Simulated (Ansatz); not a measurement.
`NB(F)[SiH3]` → `NBF` + `[SiH2]` at 298.15 K and 1 bar (silylene loss).

Calculated with Ansatz (gas phase, PBE0-D4/def2-TZVP geometries, no zero-point term in ΔE). CCSD(T)/CBS adds triple-zeta CCSD(T) − MP2 to the extrapolated MP2 energy (def2 sets, frozen cores). This one scheme is used for every species. One conformer a species, not always the lowest.

| species | CCSD(T)/CBS energy (Eh) | H − E (kJ/mol) | S (J/(mol·K)) |
| --- | --- | --- | --- |
| `NB(F)[SiH3]` | -471.46894 | 172.4 | 318.5 |
| `NBF` | -181.19761 | 123.9 | 257.1 |
| `[SiH2]` | -290.19011 | 40.6 | 207.5 |

H − E and S are ideal-gas, rigid-rotor, harmonic terms from PBE0-D4/def2-TZVP, for one conformer and one mirror image of each species. 1 Eh = 2625.50 kJ/mol, R = 8.31446 J/(mol·K).

Task: By hand: ΔE, ΔH, ΔS and ΔG.

Result: ΔE = (-181.19761) + (-290.19011) − (-471.46894) = 0.08122 Eh = 213.2 kJ/mol. Δ(H − E) = 123.9 + 40.6 − 172.4 = -7.9, so ΔH = 205.3 kJ/mol. ΔS = 257.1 + 207.5 − 318.5 = 146.1 J/(mol·K). ΔG = 205.3 − 298.15 × (146.1)/1000 = 161.7 kJ/mol.

Task: By hand: the equilibrium constant, and the temperature at which ΔG would vanish if ΔH and ΔS stayed fixed.

Result: log₁₀ K = −ΔG/(RT ln 10) = -28.3. ΔG = 0 at ΔH/ΔS = 1405 K.

The number of gas molecules changes by +1, which sets the sign of ΔS. A doubt of 5 kJ/mol in ΔE shifts log₁₀ K by 0.9 here. Other conformers and mirror images would add mixing entropy, several J/(mol·K) or more a flexible species. These are equilibria of isolated gas molecules and say nothing of rates. Largest T1 diagnostic: 0.014 (customary marks: 0.02 for closed shells, 0.045 for open ones).
